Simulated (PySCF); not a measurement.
C4H3O3S (doublet state).
Atom-mapped SMILES: `[H]/[C:1]=[C:2]1\[O:3][S:4](=[O:5])(=[O:6])[C:7]1=[CH2:8]` (hydrogens: H9 on C1; H10, H11 on C8)

Computed with UKS B3LYP, pcH-1 on C H O S, non-relativistic, mean-field spin-orbit, GIAO in PySCF 2.14.0. Geometry: GFN2-xTB; no solvent, vibrations or thermal averaging. The geometry wasn't refined by DFT: couplings that depend on bond lengths, twists or pyramidal angles can differ widely from those at the functional's own minimum. The SCF solution wasn't tested for stability.

(1) Match the computed a_iso(13C) values +298.1, +32.8, +26.5, -4.7 MHz with the sites C1; C2; C7; C8.

(2) The isotropic 17O couplings, averaged over equivalent nuclei, are -39.8, -0.6 MHz. Assign them to O3; O5/O6.

Answers

(1) 
```json
{"site": "C1", "a_iso (MHz)": "+298.1", "ρ(0) (bohr⁻³)": "+0.2653", "position": "largest spin population", "distance from C1 (Å)": "0.00", "spin population": "+1.07", "largest |T| (MHz)": "142.1"}
{"site": "C2", "a_iso (MHz)": "+26.5", "ρ(0) (bohr⁻³)": "+0.0235", "position": "1 bond from C1", "distance from C1 (Å)": "1.29", "spin population": "-0.14", "largest |T| (MHz)": "18.5"}
{"site": "C7", "a_iso (MHz)": "+32.8", "ρ(0) (bohr⁻³)": "+0.0292", "position": "2 bonds from C1", "distance from C1 (Å)": "2.51", "spin population": "+0.06", "largest |T| (MHz)": "6.5"}
{"site": "C8", "a_iso (MHz)": "-4.7", "ρ(0) (bohr⁻³)": "-0.0041", "position": "3 bonds from C1", "distance from C1 (Å)": "3.28", "spin population": "-0.05", "largest |T| (MHz)": "8.0"}
```

(2) 
```tsv
site	a_iso (MHz)	ρ(0) (bohr⁻³)	position	distance from C1 (Å)	spin population	largest |T| (MHz)
O3	-39.8	+0.0656	2 bonds from C1	2.42	+0.04	23.4
O5/O6	-0.6	+0.0010	4 bonds from C1	4.43	+0.01	3.7
```

ρ(0) is the spin density at the nucleus and T the dipolar tensor; a_iso includes a spin–orbit part; entries for several nuclei are means. The largest Mulliken spin populations are on C1 (+1.07) and C2 (-0.14). No atom but C1 exceeds +0.15.

Hardware: Arm Neoverse V2, one thread, no GPU, shared host. Cost: 64 s of wall time (with the writing of density and orbital grids), 0.87 GiB resident at most.
